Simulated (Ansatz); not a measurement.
System: CH2Br (charge 0, doublet). It need not be the lowest isomer of its formula. 
Structure (B3LYP-D3(BJ)/def2-TZVP (Ansatz, an electronic-structure program) minimum search):
SMILES: [CH2]Br
```xyz
4

C     -1.4125    -0.4603     0.0643
Br     0.3501     0.1141    -0.0159
H     -1.8885    -0.4830     1.0293
H     -1.8881    -0.7477    -0.8575
```
Charge 0, spin multiplicity 2.

Basis-set convergence of Hartree-Fock and CCSD(T) correlation energies (hartree) with Ansatz. Correlated levels leave the core frozen unless marked. Open shells are spin-unrestricted. Spin-orbit coupling is left out. Frozen are the shells of the preceding noble gas and the d and f shells that filled before the atom's block. Non-relativistic.

```json
[
 {"basis": "def2-SVP", "functions": "56", "E(HF)": "-2611.05048", "E(corr, CCSD(T))": "-0.27296"},
 {"basis": "def2-TZVPP", "functions": "107", "E(HF)": "-2611.41279", "E(corr, CCSD(T))": "-0.35209"},
 {"basis": "def2-QZVPP", "functions": "206", "E(HF)": "-2611.46421", "E(corr, CCSD(T))": "-0.37865"}
]
```

Extrapolating the two largest sets (X = 3 and 4) as X^-3: E(corr) = (64·(-0.37865) - 27·(-0.35209))/37 = -0.3980 Eh, an estimate of the basis-set limit. The largest set recovers 95.1 % of it, the smallest 68.6 %.
